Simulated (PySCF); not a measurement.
## Electron correlation in Ar³⁺ (argon, charge +3)

[Ne] 3s2 3p3, high-spin 4S determinant. Computed with PySCF 2.14 in cc-pV(T+d)Z, with the non-relativistic Hamiltonian (point nucleus). Frozen: [Ne]; 5 electrons correlated.

MP2 pair energies summed by pair of shells (mhartree):

```json
{"pair": "3s-3p", "energy": "-67.84", "share (%)": "66.8"}
{"pair": "3p-3p", "energy": "-23.66", "share (%)": "23.3"}
{"pair": "3s-3s", "energy": "-10.05", "share (%)": "9.9"}
```

Total MP2 correlation energy: -101.55 mhartree.

Same-spin part -26.86 and opposite-spin part -74.69 mhartree; SCS-MP2 scales them by 1/3 and 6/5 to -98.58 mhartree.

```
  level  correlation energy (mhartree)
   CCSD                        -123.96
    (T)                          -3.18
CCSD(T)                        -127.14
```

Diagnostics: T1 = 0.0025, D1 = 0.0068, largest double amplitude 0.063.

Problem. Is a single reference adequate?

Solution. Yes: T1 lies below 0.03 and no double amplitude reaches 0.07.
